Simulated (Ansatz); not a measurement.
The same ligand exchange along the group O, S, Se.

Computed with Ansatz on PBE0-D4/def2-TZVP structures; ΔE is electronic, products minus reactants. CCSD(T)/CBS is the MP2 limit (def2-TZVPP, def2-QZVPP) plus CCSD(T) − MP2 in def2-TZVPP, frozen cores. This one scheme is used for every species. Functionals use def2-TZVPP. Elements past krypton have def2 core potentials. For I, Se, Zr outer-core shells are correlated without core-valence functions, which leaves a few kJ/mol of doubt a bond. Scalar relativity is left out up to krypton. One conformer a species, not always the lowest.

| reaction | CCSD/CBS(def2) (eV) | B2PLYP (eV) | B97M-V (eV) | ωB97X-V (eV) | CCSD(T)/CBS(def2) (eV) |
| --- | --- | --- | --- | --- | --- |
| `[OH][Zr]([F])([F])[F]` + HI → `[F][Zr]([F])([F])[I]` + H₂O | -0.13 | -0.10 | -0.09 | -0.05 | -0.16 |
| `[F][Zr]([F])([F])[SH]` + HI → `[F][Zr]([F])([F])[I]` + H₂S | -0.63 | -0.62 | -0.53 | -0.60 | -0.62 |
| `[F][Zr]([F])([F])[SeH]` + HI → `[F][Zr]([F])([F])[I]` + H₂Se | -0.53 | -0.54 | -0.53 | -0.54 | -0.53 |

Largest T1 diagnostic: 0.018, for `[F][Zr]([F])([F])[SH]`.
